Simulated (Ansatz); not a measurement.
`[SiH3][SiH]1CS1` + `B1CN1` → `[SiH3]N1BC1` + `C1[SiH2]S1` at 298.15 K and 1 bar (cleavage of the Si–Si bond).

Gas-phase electronic energies from Ansatz, PBE0-D4/def2-TZVP geometries. CBS: MP2 limit from def2 TZ/QZ plus the TZ coupled-cluster correction, frozen cores. This one scheme is used for every species.

| species | CCSD(T)/CBS energy (Eh) | H − E (kJ/mol) | S (J/(mol·K)) |
| --- | --- | --- | --- |
| `[SiH3][SiH]1CS1` | -1017.58743 | 182.9 | 340.8 |
| `B1CN1` | -119.91915 | 153.4 | 254.8 |
| `[SiH3]N1BC1` | -410.22623 | 200.5 | 311.2 |
| `C1[SiH2]S1` | -727.30403 | 130.9 | 277.2 |

H − E and S are ideal-gas, rigid-rotor, harmonic terms from PBE0-D4/def2-TZVP, for one conformer and one mirror image of each species. 1 Eh = 2625.50 kJ/mol, R = 8.31446 J/(mol·K).

Question: By hand: ΔE, ΔH, ΔS and ΔG.

Answer: ΔE = (-410.22623) + (-727.30403) − (-1017.58743) − (-119.91915) = -0.02368 Eh = -62.2 kJ/mol. Δ(H − E) = 200.5 + 130.9 − 182.9 − 153.4 = -4.9, so ΔH = -67.1 kJ/mol. ΔS = 311.2 + 277.2 − 340.8 − 254.8 = -7.2 J/(mol·K). ΔG = -67.1 − 298.15 × (-7.2)/1000 = -65.0 kJ/mol.

Question: By hand: the equilibrium constant, and the temperature at which ΔG would vanish if ΔH and ΔS stayed fixed.

Answer: log₁₀ K = −ΔG/(RT ln 10) = 11.4. ΔG = 0 at ΔH/ΔS = 9319 K, far beyond where these terms or the molecules hold.

The number of gas molecules stays the same, so ΔS is small and ΔH decides. A doubt of 5 kJ/mol in ΔE shifts log₁₀ K by 0.9 here. Other conformers and mirror images would add mixing entropy, several J/(mol·K) or more a flexible species. These are equilibria of isolated gas molecules and say nothing of rates. Largest T1 diagnostic: 0.013 (customary marks: 0.02 for closed shells, 0.045 for open ones).
